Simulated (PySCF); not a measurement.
**Selenium: a sound run and one with changed settings**

Sound run: Se [Ar] 3d10 4s2 4p4, Se+ [Ar] 3d10 4s2 4p3. All numbers are calculated (PySCF 2.14, a scalar-relativistic core potential, in cc-pVDZ-PP with ECP10MDF (4s3p2d, 23 functions)). The sound run starts from symmetry-adapted Hartree-Fock orbitals and uses a fine grid where one is needed.

Changed run: 14 angular points. This setting is unsound on purpose.

```
species  method  sound run (hartree)  changed run (hartree)  converged
     Se     UHF           -371.84469             -371.84469        yes
     Se  M06-2X           -373.27673             -373.27461        yes
     Se    PBE0           -373.07702             -373.07685        yes
    Se+     UHF           -371.53218             -371.53218        yes
    Se+  M06-2X           -372.92682             -372.92682        yes
    Se+    PBE0           -372.72582             -372.72582        yes
```

Ionisation energy of Se:

```tsv
method	sound run (eV)	changed run (eV)
UHF	8.504	8.504
M06-2X	9.522	9.464
PBE0	9.557	9.552
```

A coarse angular grid integrates products of high-l functions wrongly, so density functionals can shift, and the SCF can exploit the error; Hartree-Fock and MP2 need no grid.

For comparison, NIST gives 9.752 eV between the lowest levels.
